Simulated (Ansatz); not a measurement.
A run for Ansatz (an electronic-structure program): R-B2PLYP/def2-TZVPPD on H2Se (SMILES [SeH2]). Files ending in .json are basis or fitting sets from the Basis Set Exchange. The run froze 14 orbitals, filled d shells among them.

Ansatz 0.2 input:
```yaml
crystal:
  periodic: [false, false, false]
  atoms:
    - {symbol: Se, position_ang: [-0.01160333, -0.15912699, 3.63749545]}
    - {symbol: H, position_ang: [0.07346254, -0.33734536, 5.09514543]}
    - {symbol: H, position_ang: [0.97695684, -1.22324975, 3.41304166]}
basis:
  gaussian:
    orbitals: def2-TZVPPD.json
hamiltonian:
  xc: {name: B2PLYP}
magnetization: {spin_polarized: false}
correlation: {electrons: outside_noble_gas}
scf: {lower_state_search: off}
```

Output:

```
WARN ansatz: RAYON_NUM_THREADS=1 ignored (pool sized by the plan → 1); use --threads N
Functional definition: B2PLYP
these checks for a lower state are left out or cut short: stability, starts, cluster_reference, orbital_swaps, neighbouring_geometries, increment
integrals: 0.04 GiB planned
537 factors; integrals over basis functions are off by at most 1.2e-3 eV
mean field: 0.23 GiB planned
mean field evaluation 1: about -65369.0430 eV, gradient 7.0e0 eV
mean field evaluation 2: about -65369.0684 eV, gradient 7.0e0 eV
mean field evaluation 4: about -65369.2560 eV, gradient 1.4e0 eV
mean field evaluation 8: about -65369.2591 eV, gradient 9.0e-3 eV
mean field evaluation 16: about -65369.2591 eV, gradient 6.2e-6 eV
mean field -65369.25905280 eV, -2402.2759613152 hartree, gradient 6.2e-6 eV, S^2 0.000000; 0 other end points of the search recorded, 0 dependent functions left out
14 core orbitals not correlated
reference -65369.25918037 eV, -2402.2759660034 hartree; 4, 4 occupied and 73, 73 virtual orbitals, 537 factors
second order -5.65758875 eV of doubles, -0.00000000 eV of singles
Total energy: -65370.78672933 eV, -2402.3321023923 hartree
Checks for a lower state left out: stability, starts, cluster_reference, orbital_swaps, neighbouring_geometries, increment
```

Self-consistency was reached.

Cost: roughly 1.3 core-seconds.
